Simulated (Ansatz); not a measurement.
Compare A (`BC[SiH2]O`) with its isomer B (`CB[SiH2]O`).

Gas-phase electronic energies from Ansatz, PBE0-D4/def2-TZVP geometries. CBS: MP2 limit from def2 TZ/QZ plus the TZ coupled-cluster correction, frozen cores. DFT in def2-TZVPP. B3LYP here is the variant with VWN-RPA as its local correlation; programs differ in this. One conformer a species, not always the lowest.

Which isomer does CCSD(T)/CBS put lower? Give the gap. (An estimate is asked.)

Ansatz gave: A, by 10.2 kcal/mol.

Give E(B) − E(A) in kcal/mol with B2PLYP, PBE-D4, ωB97M-V, B3LYP, BLYP-D4, CCSD(T)/def2-TZVPP, MP2/def2-TZVPP. (An estimate is asked.)

Ansatz gave: B2PLYP 10.0, PBE-D4 7.6, ωB97M-V 10.7, B3LYP 8.7, BLYP-D4 8.5, CCSD(T)/def2-TZVPP 10.1, MP2/def2-TZVPP 12.0. None reverses the order clearly.

Does the order hold for the free energy at 298.15 K (harmonic terms from PBE0-D4)? (Best estimate.)

Ansatz gave: Yes: G(B) − G(A) = +9.9 kcal/mol, for one conformer each.

Largest T1 diagnostic: 0.011.

At CCSD(T), def2-SVP lies −1.6 kcal/mol from the extrapolated value and def2-TZVPP −0.1 kcal/mol. From PBE to PBE0 (25 % exact exchange), in def2-TZVPP and without D4, E(B) − E(A) moves by +1.0 kcal/mol.
